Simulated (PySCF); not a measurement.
System: C2H8GeN, charge -1, multiplicity 1. It need not be the lowest isomer of its formula. Whether it binds its extra electron was not tested at this geometry. 
Geometry from a B3LYP-D3(BJ)/def2-TZVP (Ansatz) optimisation:
```xyz
12

C     -1.9499    -0.1254     0.3011
N     -0.7554     0.5969    -0.0397
C     -0.5633     1.7035     0.8571
Ge     0.8036    -0.5827    -0.3693
H     -2.8476     0.5156     0.2252
H     -1.9504    -0.5328     1.3377
H     -2.0844    -0.9733    -0.3764
H     -0.4262     1.3939     1.9161
H     -1.4291     2.3948     0.8386
H      0.3264     2.2668     0.5721
H      1.2365    -0.7256     1.2130
H      1.8260     0.6614    -0.5798
```
Charge -1, spin multiplicity 1.

Dispersion corrections to the total energy (kcal/mol) from the dftd3 and dftd4 libraries through PySCF: D3(BJ) without and D4 with the three-body term, each with the damping fitted for the functional named.

```
functional  D3(BJ)      D4
----------  ------  ------
revPBE      -14.56  -22.02
CAM-B3LYP    -4.57   -5.70
HF          -43.29  -24.57
B2PLYP       -4.72   -4.71
TPSSh        -6.71       …
BHLYP        -7.92       …
BP86             …   -8.92
```

Q: What belongs in the gaps?

A: 
- TPSSh, D4: -8.28
- BHLYP, D4: -7.88
- BP86, D3(BJ): -9.27
